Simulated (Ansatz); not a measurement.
Steps of a relaxation of C₃H₇FOZn (`CC(C)[O][Zn][F]`) with RKS PBE0-D4/def2-TZVP.

```sh
$ ansatz run in.yaml --threads 2 --pin off --events-out ev --progress --plain --max-ram 32768MiB --backend cuda --devices 0, --max-vram 18GiB
```

```yaml
crystal:
  periodic: [false, false, false]
  atoms:
    - {symbol: C, position_ang: [-0.470020, 0.561740, -1.132740]}
    - {symbol: C, position_ang: [0.151330, -0.470920, -0.199400]}
    - {symbol: C, position_ang: [-0.931230, -1.178480, 0.625510]}
    - {symbol: O, position_ang: [1.040890, 0.108960, 0.709910]}
    - {symbol: Zn, position_ang: [1.987390, 1.544820, 0.577320]}
    - {symbol: F, position_ang: [2.927120, 2.237890, 1.822470]}
    - {symbol: H, position_ang: [-1.023990, 1.296200, -0.550450]}
    - {symbol: H, position_ang: [-1.143170, 0.093510, -1.845990]}
    - {symbol: H, position_ang: [0.327690, 1.066230, -1.684320]}
    - {symbol: H, position_ang: [0.693640, -1.217780, -0.802280]}
    - {symbol: H, position_ang: [-1.607160, -1.714290, -0.034650]}
    - {symbol: H, position_ang: [-0.463450, -1.879580, 1.309580]}
    - {symbol: H, position_ang: [-1.489040, -0.448310, 1.205020]}
basis:
  gaussian: {orbitals: def2-TZVP}
hamiltonian: {xc: pbe0, dispersion: d4}
relax: {f_tol: 0.005, max_steps: 150}
```

Positions (Å) and forces (eV/Å) along the path, 11 of 31 steps:

```xyz
13
step=1 energy=-56397.4861 eV
C    -0.470    0.562   -1.133    0.347   -0.338    0.272
C     0.151   -0.471   -0.199   -0.461   -0.093    0.345
C    -0.931   -1.178    0.626    0.509    0.131   -0.480
O     1.041    0.109    0.710   -0.902   -0.968   -0.752
Zn    1.987    1.545    0.577   -0.020   -0.103    0.125
F     2.927    2.238    1.822    1.120    1.277    0.621
H    -1.024    1.296   -0.550   -0.099    0.129    0.062
H    -1.143    0.094   -1.846   -0.115    0.004   -0.175
H     0.328    1.066   -1.684    0.025    0.109   -0.170
H     0.694   -1.218   -0.802   -0.104    0.011   -0.004
H    -1.607   -1.714   -0.035   -0.208   -0.147   -0.042
H    -0.463   -1.880    1.310    0.026   -0.140    0.108
H    -1.489   -0.448    1.205   -0.117    0.130    0.091
13
step=4 energy=-56398.0811 eV
C    -0.445    0.562   -1.103   -0.005    0.286    0.254
C     0.111   -0.486   -0.163    0.228   -0.369   -0.883
C    -0.991   -1.241    0.556    0.190    0.399    0.595
O     1.045    0.029    0.756   -0.613   -0.470   -0.051
Zn    2.052    1.437    0.932    0.027    0.042    0.186
F     3.143    2.653    1.537   -0.016    0.068   -0.168
H    -1.002    1.296   -0.517   -0.082    0.177   -0.072
H    -1.119    0.140   -1.854    0.045   -0.060    0.083
H     0.368    1.070   -1.631   -0.010    0.028   -0.024
H     0.619   -1.217   -0.807    0.271   -0.081    0.071
H    -1.689   -1.768   -0.101    0.216    0.138   -0.147
H    -0.540   -1.957    1.242   -0.037   -0.116    0.033
H    -1.550   -0.520    1.154   -0.214   -0.042    0.123
13
step=6 energy=-56398.1805 eV
C    -0.391    0.593   -1.047    0.012   -0.044    0.030
C     0.125   -0.527   -0.161    0.008    0.084    0.002
C    -1.005   -1.244    0.556    0.001   -0.031   -0.088
O     1.029   -0.069    0.813   -0.054   -0.218    0.124
Zn    1.991    1.379    0.953    0.255    0.413    0.014
F     3.031    2.754    1.290   -0.234   -0.283   -0.099
H    -0.929    1.333   -0.447    0.000    0.007    0.007
H    -1.075    0.216   -1.813    0.011    0.008    0.015
H     0.437    1.091   -1.562    0.015    0.010   -0.012
H     0.651   -1.255   -0.797   -0.016    0.010   -0.007
H    -1.682   -1.714   -0.163    0.004    0.012    0.036
H    -0.603   -2.020    1.212   -0.012    0.037   -0.026
H    -1.577   -0.539    1.165    0.010   -0.006    0.003
13
step=7 energy=-56398.2025 eV
C    -0.344    0.611   -0.996   -0.008   -0.055   -0.006
C     0.136   -0.543   -0.133   -0.061    0.056   -0.025
C    -1.024   -1.257    0.537   -0.002   -0.069   -0.011
O     1.027   -0.129    0.874    0.081    0.050    0.059
Zn    1.950    1.370    0.907    0.110    0.157    0.034
F     2.938    2.802    1.121   -0.169   -0.220   -0.061
H    -0.870    1.353   -0.386    0.011   -0.022    0.008
H    -1.031    0.267   -1.775    0.024    0.033    0.013
H     0.498    1.100   -1.500    0.011   -0.003    0.000
H     0.661   -1.263   -0.781   -0.014    0.012   -0.006
H    -1.704   -1.690   -0.204    0.038    0.026    0.028
H    -0.648   -2.062    1.174   -0.033    0.047   -0.030
H    -1.588   -0.559    1.161    0.013   -0.013   -0.005
13
step=9 energy=-56398.2087 eV
C    -0.309    0.622   -0.956    0.023   -0.025   -0.060
C     0.143   -0.556   -0.112   -0.067    0.053    0.011
C    -1.037   -1.265    0.525    0.030   -0.042    0.009
O     1.030   -0.165    0.911    0.013   -0.015    0.013
Zn    1.920    1.356    0.883    0.001    0.008    0.000
F     2.850    2.826    0.976   -0.008   -0.015    0.001
H    -0.829    1.361   -0.335    0.007   -0.021    0.009
H    -0.992    0.315   -1.754    0.017    0.012    0.017
H     0.550    1.106   -1.439   -0.009    0.010   -0.008
H     0.666   -1.270   -0.768   -0.009    0.016   -0.007
H    -1.711   -1.669   -0.236    0.019    0.009    0.010
H    -0.682   -2.089    1.147   -0.025    0.013    0.001
H    -1.599   -0.573    1.157    0.010   -0.004    0.002
13
step=12 energy=-56398.2094 eV
C    -0.297    0.617   -0.966    0.030    0.014    0.018
C     0.146   -0.567   -0.127    0.006   -0.003    0.009
C    -1.033   -1.255    0.535    0.011    0.008    0.002
O     1.066   -0.197    0.877   -0.019    0.017   -0.032
Zn    1.900    1.356    0.888    0.006   -0.012    0.005
F     2.792    2.847    1.017   -0.015   -0.013   -0.001
H    -0.797    1.362   -0.336    0.005   -0.008   -0.007
H    -0.996    0.323   -1.753   -0.008   -0.004   -0.008
H     0.563    1.087   -1.461   -0.013   -0.001   -0.001
H     0.641   -1.291   -0.793   -0.006    0.007    0.011
H    -1.729   -1.648   -0.212    0.003    0.004    0.002
H    -0.684   -2.082    1.154   -0.002   -0.004    0.004
H    -1.571   -0.551    1.176    0.001   -0.006   -0.002
13
step=19 energy=-56398.2153 eV
C    -0.238    0.571   -1.064   -0.012    0.005   -0.020
C     0.171   -0.634   -0.239    0.049   -0.050    0.079
C    -0.976   -1.152    0.612    0.013    0.051   -0.054
O     1.291   -0.364    0.579   -0.018    0.252   -0.037
Zn    1.764    1.305    0.964   -0.030   -0.157   -0.004
F     2.344    2.892    1.407   -0.041   -0.108   -0.030
H    -0.573    1.386   -0.404    0.006   -0.014   -0.020
H    -1.068    0.345   -1.740    0.019    0.011    0.022
H     0.600    0.928   -1.674   -0.027   -0.016    0.023
H     0.477   -1.433   -0.934   -0.006    0.027    0.040
H    -1.814   -1.480   -0.011    0.031    0.018    0.028
H    -0.643   -1.997    1.217    0.005    0.004   -0.003
H    -1.335   -0.368    1.288    0.010   -0.025   -0.023
13
step=23 energy=-56398.2282 eV
C    -0.254    0.525   -1.184   -0.002    0.009   -0.009
C     0.186   -0.640   -0.318   -0.011   -0.054    0.047
C    -0.895   -1.048    0.670    0.040    0.025   -0.056
O     1.399   -0.369    0.350   -0.039    0.192    0.029
Zn    1.687    1.226    1.072   -0.015   -0.172   -0.052
F     2.095    2.750    1.810    0.000   -0.007   -0.002
H    -0.498    1.394   -0.554    0.006   -0.011   -0.018
H    -1.151    0.289   -1.764    0.015    0.001    0.014
H     0.539    0.810   -1.880   -0.019   -0.006    0.022
H     0.393   -1.496   -0.977    0.005    0.013    0.021
H    -1.805   -1.368    0.155    0.020    0.014    0.016
H    -0.543   -1.869    1.297    0.003    0.003   -0.003
H    -1.153   -0.205    1.322   -0.002   -0.007   -0.010
13
step=27 energy=-56398.2348 eV
C    -0.298    0.484   -1.280    0.006    0.000    0.007
C     0.192   -0.621   -0.362    0.016    0.016   -0.009
C    -0.834   -0.967    0.699   -0.011   -0.010    0.011
O     1.436   -0.298    0.215   -0.010    0.022    0.009
Zn    1.663    1.167    1.173   -0.001    0.009    0.000
F     2.021    2.581    2.127   -0.006   -0.034   -0.017
H    -0.517    1.390   -0.698   -0.001   -0.007   -0.005
H    -1.216    0.201   -1.802    0.007    0.000    0.004
H     0.463    0.729   -2.024   -0.004   -0.003    0.001
H     0.376   -1.518   -0.972   -0.003    0.000    0.004
H    -1.771   -1.315    0.255    0.008    0.004    0.004
H    -0.451   -1.748    1.359   -0.001    0.005   -0.005
H    -1.064   -0.084    1.309    0.000   -0.002   -0.004
13
step=29 energy=-56398.2352 eV
C    -0.310    0.472   -1.305    0.002   -0.002   -0.003
C     0.195   -0.613   -0.374   -0.001    0.001    0.005
C    -0.817   -0.943    0.707    0.002   -0.001    0.000
O     1.445   -0.275    0.180   -0.007   -0.002   -0.004
Zn    1.655    1.150    1.198    0.006    0.015    0.011
F     2.002    2.523    2.213   -0.004   -0.015   -0.010
H    -0.528    1.388   -0.739    0.000   -0.001   -0.001
H    -1.232    0.173   -1.811    0.002    0.001    0.001
H     0.441    0.707   -2.062   -0.001    0.001    0.000
H     0.374   -1.521   -0.968    0.001    0.003    0.002
H    -1.759   -1.301    0.282    0.001    0.001    0.001
H    -0.424   -1.711    1.375   -0.001    0.000    0.001
H    -1.043   -0.049    1.303    0.001   -0.001   -0.002
13
step=31 energy=-56398.2352 eV
C    -0.314    0.469   -1.312    0.000    0.000   -0.001
C     0.196   -0.611   -0.377   -0.001    0.000    0.002
C    -0.813   -0.937    0.709    0.001    0.000   -0.001
O     1.447   -0.268    0.171   -0.002    0.000    0.000
Zn    1.654    1.146    1.205    0.002    0.000    0.001
F     1.997    2.507    2.236    0.000    0.000   -0.001
H    -0.531    1.387   -0.750    0.000    0.000    0.000
H    -1.236    0.166   -1.814    0.000    0.000    0.000
H     0.435    0.701   -2.071    0.000    0.000    0.000
H     0.374   -1.522   -0.966    0.000    0.000    0.000
H    -1.755   -1.297    0.289    0.000    0.000    0.000
H    -0.417   -1.701    1.380    0.000    0.000    0.000
H    -1.037   -0.040    1.301    0.000    0.000    0.000
```

Run time 50 s (2 threads of an AMD EPYC 7R13 on a shared host and a share of an NVIDIA H100 80 GB); peak host memory 0.91 GiB.
